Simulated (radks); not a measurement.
The numbers below are computed, except where a source is named.
The iodine ion I2+, 51 electrons, occupied as [Kr] 4d10 5s2 5p3.

Code: a radial shooting solver on a logarithmic mesh with Libxc functionals. Model: Dirac Kohn-Sham, PBE, spin-unpolarised, spherical densities, point nucleus; open shells fill j = l - 1/2 first.

Energy parts (hartree):
part                        energy
total                  -7117.93185
kinetic                 7545.18331
electron-nucleus      -17262.46356
Hartree                 2780.32812
exchange-correlation    -180.97972

Orbitals (lengths in bohr, moments of r in powers of bohr; r(max) is where P^2 peaks):
[
 {"orbital": "1s1/2", "occ.": "2", "eigenvalue (hartree)": "-1212.037", "r(max)": "0.01753"},
 {"orbital": "2s1/2", "occ.": "2", "eigenvalue (hartree)": "-187.8280", "r(max)": "0.09925"},
 {"orbital": "2p1/2", "occ.": "2", "eigenvalue (hartree)": "-176.2681", "r(max)": "0.07613"},
 {"orbital": "2p3/2", "occ.": "4", "eigenvalue (hartree)": "-165.2896", "r(max)": "0.08093"},
 {"orbital": "3s1/2", "occ.": "2", "eigenvalue (hartree)": "-38.50354", "r(max)": "0.2858"},
 {"orbital": "3p1/2", "occ.": "2", "eigenvalue (hartree)": "-33.72569", "r(max)": "0.2723"},
 {"orbital": "3p3/2", "occ.": "4", "eigenvalue (hartree)": "-31.65960", "r(max)": "0.2829"},
 {"orbital": "3d3/2", "occ.": "4", "eigenvalue (hartree)": "-23.24531", "r(max)": "0.2300"},
 {"orbital": "3d5/2", "occ.": "6", "eigenvalue (hartree)": "-22.81088", "r(max)": "0.2330"},
 {"orbital": "4s1/2", "occ.": "2", "eigenvalue (hartree)": "-7.36850", "r(max)": "0.6808"},
 {"orbital": "4p1/2", "occ.": "2", "eigenvalue (hartree)": "-5.70122", "r(max)": "0.6988"},
 {"orbital": "4p3/2", "occ.": "4", "eigenvalue (hartree)": "-5.29872", "r(max)": "0.7230"},
 {"orbital": "4d3/2", "occ.": "4", "eigenvalue (hartree)": "-2.61869", "r(max)": "0.7732"},
 {"orbital": "4d5/2", "occ.": "6", "eigenvalue (hartree)": "-2.55548", "r(max)": "0.7817"},
 {"orbital": "5s1/2", "occ.": "2", "eigenvalue (hartree)": "-1.31547", "r(max)": "1.675"},
 {"orbital": "5p1/2", "occ.": "2", "eigenvalue (hartree)": "-0.92638", "r(max)": "1.886"},
 {"orbital": "5p3/2", "occ.": "1", "eigenvalue (hartree)": "-0.87916", "r(max)": "1.958"}
]

The highest occupied level is 5p3/2 at -23.923 eV. For comparison, the ionisation energy in NIST's Atomic Spectra Database is 29.57 eV (measured). In exact Kohn-Sham theory the highest level is minus the ionisation energy, but local and semilocal functionals leave it too shallow, through self-interaction and a potential that decays too fast; potentials with the right tail come closer. Summed over all electrons, <r^2> = 41.52 bohr^2, which gives a Langevin (diamagnetic) susceptibility term of -32.9 x 10^-6 cm^3/mol.

Beside tabulated values, note that spin-unpolarised runs miss the spin-polarisation part of the exchange energy of open shells.
